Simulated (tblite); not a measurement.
Compound: C3H10O2SSi3.
Z-matrix (Å and degrees, GFN2-xTB geometry), rows numbered from 1:
```
C 
C   1  1.3187
Si  2  1.9017  1  134.12
O   3  1.6380  2  110.92  1    28.79
Si  3  2.3181  2   94.38  1   135.49
Si  5  2.3248  3  121.31  2  -105.93
C   5  1.9333  3   95.43  2     7.19
S   2  1.8055  1  121.31  3  -179.59
O   8  1.4793  2  100.84  1   143.27
H   1  1.0807  2  122.56  3  -178.52
H   1  1.0796  2  121.64  3     1.14
H   3  1.4633  2  107.30  1   -90.82
H   4  0.9529  3  122.32  2   -68.44
H   5  1.4733  3  112.88  2   116.51
H   6  1.4673  5  113.81  3    55.46
H   6  1.4676  5  113.52  3   175.96
H   6  1.4630  5  110.61  3   -64.88
H   7  1.0877  5  113.56  3   147.65
H   7  1.0883  5  114.66  3   -86.95
```

Level: GFN2-xTB in tblite, geometry and Hessian alike; calculated harmonic values, unscaled, isolated species. The method is semi-empirical: single wavenumbers can be off by several per cent or more. Modes of hydrogen on silicon can be 10 to 20 % off. One conformer, not necessarily the lowest.

Harmonic wavenumbers (cm⁻¹): 33.5, 39.0, 68.2, 89.3, 110.6, 119.3, 151.1, 172.3, 224.0, 272.6, 289.5, 303.6, 377.2, 407.4, 419.5, 432.8, 435.1, 504.2, 535.9, 557.4, 590.9, 612.9, 648.7, 665.6, 704.6, 712.9, 723.0, 752.4, 780.6, 793.8, 807.5, 822.3, 860.7, 912.0, 992.7, 1065.7, 1076.8, 1106.3, 1407.1, 1435.3, 1685.3, 2155.9, 2213.4, 2220.0, 2233.2, 2255.7, 2990.2, 3000.5, 3055.2, 3075.0, 3659.3.

A = 1195, B = 691.7, C = 554.6 MHz; mass 193.971 u (most abundant isotopes); point group C1, symmetry number 1.

What is the zero-point energy?

½Σν̃ = 25779 cm⁻¹ = 73.71 kcal/mol.

What is S at 500 K and 1 bar for an ideal gas of classical rigid rotors and harmonic oscillators?

Translation 44.29, rotation 32.47, vibration 75.11: S = 151.9 cal/(mol K).

And Cp and H(500 K) − H(0)?

Cp = 70.47 cal/(mol K), of which vibrations give 62.52 (their classical limit is 51 R = 101.3); H(500 K) − H(0) = 22.20 kcal/mol without the zero-point energy, 18.23 from vibrations.

Which modes carry the vibrational entropy at 500 K?

33.5 cm⁻¹: 6.64; 39.0 cm⁻¹: 6.33; 68.2 cm⁻¹: 5.23; 89.3 cm⁻¹: 4.69; 110.6 cm⁻¹: 4.27; 119.3 cm⁻¹: 4.12 cal/(mol K); the other 45 give 43.83 together.

Blend soft modes into free rotors: weight 1/[1 + (100 cm⁻¹/ν̃)⁴] for the oscillator and the rest for a rotor with moment μB/(μ + B), μ = h/(8π²ν), B = 10⁻⁴⁴ kg m². What vibrational entropy results?

68.12 cal/(mol K) in place of 75.11, which changes −T·S at 500 K by +3.49 kcal/mol.

Hindered rotation and anharmonicity are outside this model. Other conformers, if any are populated, would add a mixing term that is left out. The structure is chiral; the term R ln 2 for an equal mix with its mirror image is left out.

On one thread of an Arm Neoverse N1 (shared host), this took 2.2 s of wall time. This covers the Hessian and the dipole derivatives.
